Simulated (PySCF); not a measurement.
C3H3BF2O, SMILES FB(F)C1=CCO1. Coordinates come from a PBE-D3(BJ)/def2-SVP optimisation. This is a generated structure with no PubChem entry under its InChIKey; it may be hypothetical. One conformer was computed; it need not be the lowest.

### Question
Give the equilibrium geometry at PBE-D3(BJ)/def2-SVP (PySCF confirms it by a frequency run) as a Z-matrix, and its point group. (The exact figures need the calculation; the answer reports its results.)

### Answer
This is not unique; one that fits is point group Cs.
```
C
C 1 1.3670
H 2 1.0946 1 136.73
O 1 1.4003 2 97.48 3 180.00
C 4 1.4662 1 86.92 2 0.00
H 5 1.1112 4 110.81 1 -118.90
H 5 1.1112 6 109.83 4 122.76
B 1 1.5520 2 137.98 3 0.00
F 8 1.3286 1 122.04 2 180.00
F 8 1.3322 9 118.10 1 180.00
```
